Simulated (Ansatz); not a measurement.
## Reading a saddle point

A first-order saddle point of SiNH6Cl2F, singlet, PBE0-D4/def2-TZVP, with one imaginary mode of 752i cm⁻¹:

```tsv
atom	x (Å)	y (Å)	z (Å)
Si1	-0.2300	0.2590	-1.1953
Cl2	-0.1507	-2.3858	0.2838
H3	1.0626	-0.3547	-1.5135
H4	-1.4630	-0.4407	-1.5751
Cl5	-0.2597	2.0857	-2.1643
H6	0.5947	0.1322	1.1780
N7	-0.2792	0.7404	0.5455
H8	0.7319	-1.6103	1.1096
F9	1.3275	-0.6311	1.6955
H10	-0.1797	1.7453	0.6551
H11	-1.1542	0.4600	0.9806
```

Computed with Ansatz 0.2.0 (basis: def2-TZVPP and def2-QZVPP); correlated methods freeze the cores. Extrapolation: Hartree–Fock as exp(−7.88 √X), correlation as X^−2.97.

**Question.** Which contacts change along the imaginary mode, and what lies on either side? (A judgement: the text doesn't fix the answer.)

**Answer.** The calculation gives: The step is SiH₂Cl₂ ([Cl][SiH2][Cl]) + NH₃ + HF → SiNH₄Cl ([NH2][SiH2][Cl]) + HCl + HF, with the molecules in contact on both sides. Shortening one way: Cl2–H8, H6–F9; lengthening the same way: Si1–Cl2, H6–N7, H8–F9.
```json
{"pair": "Cl2–H8", "one side (Å)": "1.97", "saddle (Å)": "1.44", "other side (Å)": "1.30"}
{"pair": "H6–F9", "one side (Å)": "1.81", "saddle (Å)": "1.18", "other side (Å)": "0.98"}
{"pair": "Si1–Cl2", "one side (Å)": "2.35", "saddle (Å)": "3.03", "other side (Å)": "3.78"}
{"pair": "H6–N7", "one side (Å)": "1.03", "saddle (Å)": "1.24", "other side (Å)": "1.60"}
{"pair": "H8–F9", "one side (Å)": "0.96", "saddle (Å)": "1.29", "other side (Å)": "1.75"}
```

**Question.** Which side is lower, and how far does the saddle lie above each? (An estimate is asked for; the value comes from the calculation.)

**Answer.** By the calculation: The side with Si1–Cl2, H6–N7, H8–F9 short is lower by 5.14 kcal/mol; the saddle lies 12.87 kcal/mol above it and 7.74 kcal/mol above the other (CCSD(T) at an estimated basis limit (MP2 extrapolated from triple and quadruple zeta, plus CCSD(T) − MP2 in triple zeta); electronic energies).

T1 diagnostic: at most 0.010.

Labels in which every atom is bracketed show which atoms are joined, not bond orders.

For scale, one of the runs: CCSD(T)/def2-TZVPP, 272 basis functions, launched by `ansatz run in.yaml --threads 8 --pin off --events-out ev --progress --plain --max-ram 19148MiB`. The run took 2.2 min on 8 CPU threads of an Arm Neoverse V1 (shared host), with 7 GiB of host memory at its peak.
